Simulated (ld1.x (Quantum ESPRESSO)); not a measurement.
## Scattering properties, TM potential for Hg

```
Element                 : mercury
Generator               : ld1.x (Quantum ESPRESSO) 7.5
Type                    : norm-conserving Troullier–Martins (Kleinman–Bylander form)
Functional              : PBE
Relativity              : scalar-relativistic
Frozen core             : [Kr] 4d10 4f14
Valence charge          : 20
Reference configuration : 5s2 5p6 5d10 6s2 6p0
Partial waves           : 5s (bound): rc 0.95 bohr; 5p (bound): rc 1.00 bohr; 5d (bound): rc 1.75 bohr; 5f channel at 0.05 Ry: rc 1.60 bohr
Local potential         : all-electron potential smoothed inside 1.25 bohr (lloc = -1)
Core correction         : none
```

Occupied shells without a wave of their own: 6s. They enter only through the test configuration that unscreens the potential.

The phase is arctan(r·u′/u) with u = r·R(r), unwrapped; energies in Ry, scanned from -11 to 5 Ry. A pole is an energy at which the radial function vanishes at the test radius. The pseudo phase is shifted by a multiple of π to meet the all-electron one at the reference energy, and phase errors are pseudo minus all-electron; the curves can meet again beyond the range given. Levels narrower than the energy grid can be missing from the lists of poles. n/a: not evaluated, since a narrow level or a reset projector energy made the automatic matching unsafe.

```json
{"channel": "s", "radius (bohr)": "1.89", "reference energy (Ry)": "-8.69", "poles, all-electron": "-8.55", "poles, pseudo": "-8.55", "unbroken range about the reference energy with phases within 0.05 rad": "below -0.4", "phase error 1 Ry above the reference energy (rad)": "-0.000"}
{"channel": "p", "radius (bohr)": "1.89", "reference energy (Ry)": "-4.89", "poles, all-electron": "-4.49", "poles, pseudo": "-4.49", "unbroken range about the reference energy with phases within 0.05 rad": "below 1.6", "phase error 1 Ry above the reference energy (rad)": "-0.000"}
{"channel": "d", "radius (bohr)": "1.89", "reference energy (Ry)": "-0.72", "poles, all-electron": "0.69", "poles, pseudo": "0.69", "unbroken range about the reference energy with phases within 0.05 rad": "below 5.0", "phase error 1 Ry above the reference energy (rad)": "-0.001"}
{"channel": "f", "radius (bohr)": "1.89", "reference energy (Ry)": "0.05", "poles, all-electron": "none", "poles, pseudo": "none", "unbroken range about the reference energy with phases within 0.05 rad": "n/a", "phase error 1 Ry above the reference energy (rad)": "n/a"}
```

Phases in the d channel:

```
E (Ry)  all-electron  pseudo
-11.00         1.407   1.407
-10.76         1.405   1.405
-10.52         1.403   1.403
-10.28         1.401   1.401
-10.04         1.398   1.398
 -9.80         1.396   1.396
 -9.56         1.394   1.393
 -9.32         1.391   1.391
 -9.08         1.388   1.388
 -8.84         1.386   1.385
 -8.60         1.383   1.383
 -8.36         1.380   1.380
 -8.12         1.376   1.376
 -7.88         1.373   1.373
 -7.64         1.369   1.369
 -7.40         1.366   1.365
 -7.16         1.361   1.361
 -6.92         1.357   1.357
 -6.68         1.353   1.352
 -6.44         1.348   1.347
 -6.20         1.342   1.342
 -5.96         1.337   1.336
 -5.72         1.330   1.330
 -5.48         1.323   1.323
 -5.24         1.316   1.316
 -5.00         1.308   1.308
 -4.76         1.299   1.298
 -4.52         1.288   1.288
 -4.28         1.277   1.276
 -4.04         1.264   1.263
 -3.80         1.248   1.248
 -3.56         1.230   1.230
 -3.32         1.209   1.209
 -3.08         1.183   1.183
 -2.84         1.151   1.150
 -2.60         1.109   1.109
 -2.36         1.054   1.053
 -2.12         0.976   0.974
 -1.88         0.859   0.857
 -1.64         0.669   0.667
 -1.40         0.345   0.343
 -1.16        -0.160  -0.161
 -0.92        -0.681  -0.681
 -0.68        -1.026  -1.026
 -0.44        -1.229  -1.229
 -0.20        -1.354  -1.354
  0.04        -1.438  -1.438
  0.28        -1.498  -1.498
  0.52        -1.543  -1.544
  0.76        -1.580  -1.581
  1.00        -1.611  -1.612
  1.24        -1.637  -1.639
  1.48        -1.660  -1.663
  1.72        -1.682  -1.685
  1.96        -1.702  -1.705
  2.20        -1.722  -1.725
  2.44        -1.741  -1.745
  2.68        -1.760  -1.766
  2.92        -1.780  -1.786
  3.16        -1.800  -1.809
  3.40        -1.823  -1.833
  3.64        -1.847  -1.859
  3.88        -1.873  -1.888
  4.12        -1.902  -1.922
  4.36        -1.936  -1.960
  4.60        -1.975  -2.007
  4.84        -2.022  -2.063
```
